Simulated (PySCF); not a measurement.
SiCl3I, SMILES Cl[Si](Cl)(Cl)I.

Coordinates come from a PBE0-D3(BJ)/def2-SVP optimisation. The def2 effective core potentials stand for the cores of I; spin–orbit coupling is left out.

Two levels are set side by side: TDDFT-PBE/def2-SVPD (PySCF) and TDDFT-PBE0/def2-SVPD (PySCF). Vertical, same geometry. The lowest singlet is HOMO→LUMO 99 % with PBE and HOMO→LUMO 99 % with the other functional; states are paired by order. Differences are taken from unrounded values.

```tsv
quantity	TDDFT-PBE0	TDDFT-PBE	TDDFT-PBE minus TDDFT-PBE0
lowest singlet excitation (eV)	5.17	4.69	-0.49
lowest triplet excitation (TDA) (eV)	4.68	4.29	-0.39
```

Functionals without exact exchange tend to place singlet excitations lower, as here. Differences between two approximate levels are no errors against the true value.

Rough cost on one machine, each run with all the roots and properties that it gave: TDDFT-PBE0 against TDDFT-PBE about 4 times.
